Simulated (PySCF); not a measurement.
Input of a run (PBE0-D3(BJ)/def2-SVP geometry optimisation, gas phase (PySCF 2.14.0)), started from GFN2-xTB:
```
{"job": {"xc": "PBE0", "basis": "def2-SVP", "d3": "d3bj", "grid": 1, "shake": 0.01, "kind": "geom"}, "charge": 0, "multiplicity": 1}
O     -2.902490    -0.187660     1.087270
B     -1.670370    -0.104850     0.601840
O     -0.790360     0.836570     1.004380
Si    -0.933320    -1.359690    -0.742270
Si     1.254440    -0.796850    -1.125240
Ge     1.894340     1.119220     0.090220
H     -3.188950     0.480920     1.740730
H     -1.016900     1.496990     1.662340
H     -1.057600    -2.769150    -0.307560
H     -1.720540    -1.345940    -1.997340
H      2.197750    -1.855380    -0.740120
H      1.572370    -0.514670    -2.519240
H      1.129170     2.406870    -0.187500
H      1.895780     1.033810     1.602370
H      3.321310     1.542430    -0.177130
```

Output (energies in Eh, forces in Eh/bohr):
```
step   0  E = -2835.51356509  max force = 0.034063
step   1  E = -2835.52155664  max force = 0.009045
step   2  E = -2835.52411914  max force = 0.005078
step   3  E = -2835.52463343  max force = 0.003657
step   4  E = -2835.52473612  max force = 0.001444
step   5  E = -2835.52481675  max force = 0.000438
step   6  E = -2835.52483017  max force = 0.000283
optimisation converged
```

Question: Summarise the run.

Answer: The energy falls by 0.307 eV over 7 energy and gradient evaluations, the largest force component goes from 0.0341 to 2.8e-04 Eh/bohr, and the atoms move by 0.206 Å rms after alignment. The bond that changes most is Si4–Si5 (both ends SiH2 silicon), which lengthens by 0.065 Å. Bonds longer at the end by more than 0.005 Å: 13 of 14; shorter: 1. Among the angles that change most is H14–Ge6–H15, from 101.0° to 107.8°. The energy never rose by more than 1e-6 Eh on the way. The first step brought 71 % of the lowering.

Question: What are the final bond lengths?

Answer: O1–B2 1.359 Å, B2–O3 1.363 Å, B2–Si4 2.036 Å, Si4–Si5 2.356 Å, Si5–Ge6 2.387 Å, O1–H7 0.965 Å, O3–H8 0.965 Å, Si4–H9 1.499 Å, Si4–H10 1.500 Å, Si5–H11 1.499 Å, Si5–H12 1.499 Å, Ge6–H13 1.540 Å, Ge6–H14 1.539 Å, Ge6–H15 1.545 Å. Numbering counts from 1 in the input's order; the species is `OB(O)[SiH2][SiH2][GeH3]`.

The run used 155 basis functions and 49 SCF cycles in all.

No frequency check. The numbers are those of one conformer.

The values belong to the conformer `[OH:1][B:2]([OH:3])[SiH2:4][SiH2:5][GeH3:6]`: O1–B2–Si4–Si5 -179°, B2–Si4–Si5–Ge6 -5°, H–O1–B2–O3 0°, H–O3–B2–O1 0°.
